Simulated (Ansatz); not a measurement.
Li₄Br₃⁺. The state is a singlet with charge 1. Geometry r2SCAN-D4/def2-SVP, basis def2-TZVP, Ansatz.

```xyz
7

Li   -5.912    2.560    2.607
Li    2.033   -0.761   -0.830
Li   -1.999    0.881    0.784
Li    5.840   -2.745   -2.579
Br    0.033    0.115   -0.036
Br   -4.003    1.705    1.755
Br    4.008   -1.755   -1.701
```

```csv
run,HOMO (eV),LUMO (eV)
A,-9.20,-4.18
B,-8.91,-4.44
C,-12.98,-2.56
D,-10.14,-3.89
E,-9.19,-3.52
```

Another isomer (singlet) lies 1.12 eV lower at PBE0-D4/def2-TZVP; other spin states weren't run for this one.

The runs used B97M-V, HF, PBE, PBE0, r2SCAN. Estimate which is which.

A B97M-V (0 % exact exchange); B PBE (0 % exact exchange); C HF (100 % exact exchange); D PBE0 (25 % exact exchange); E r2SCAN (0 % exact exchange). Exact exchange lowers occupied and raises empty levels; among semilocal functionals meta-GGAs tend to open the gap a little, and such runs are hard to tell apart. The gap grows from 4.47 eV (PBE) to 10.43 eV (HF).
